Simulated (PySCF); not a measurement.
Working out the ionisation energy of Sb

Sb [Kr] 4d10 5s2 5p3 (4S) → Sb⁺ [Kr] 4d10 5s2 5p2 (3P). Computed with PySCF 2.14 in x2c-QZVPPall, with the spin-free X2C one-electron Hamiltonian (Gaussian nucleus). Frozen: [Ar] 3d10. Energies in hartree (1 hartree = 27.21139 eV):

```tsv
part	Sb (lower)	Sb⁺ (upper)
UHF	-6478.038455	-6477.723430
MP2 opposite-spin	-0.475367	-0.466335
MP2 same-spin	-0.260040	-0.247762
```

Q: What does Hartree-Fock give?

A: (-6477.723430) − (-6478.038455) = 0.315025 hartree = 8.572 eV.

Q: What do MP2 and SCS-MP2 (6/5 opposite-spin, 1/3 same-spin) give?

A: The opposite-spin parts differ by 0.246 eV and the same-spin parts by 0.334 eV. MP2: 8.572 + (0.246) + (0.334) = 9.152 eV. SCS-MP2: 8.572 + 1.2 × (0.246) + (0.334)/3 = 8.979 eV.

Measured between the centres of the two terms (NIST): 9.124 eV, so MP2 (valence and next inner shell) is off by 0.028 eV.

What remains against the reference includes basis incompleteness, the frozen core and correlation beyond second order.
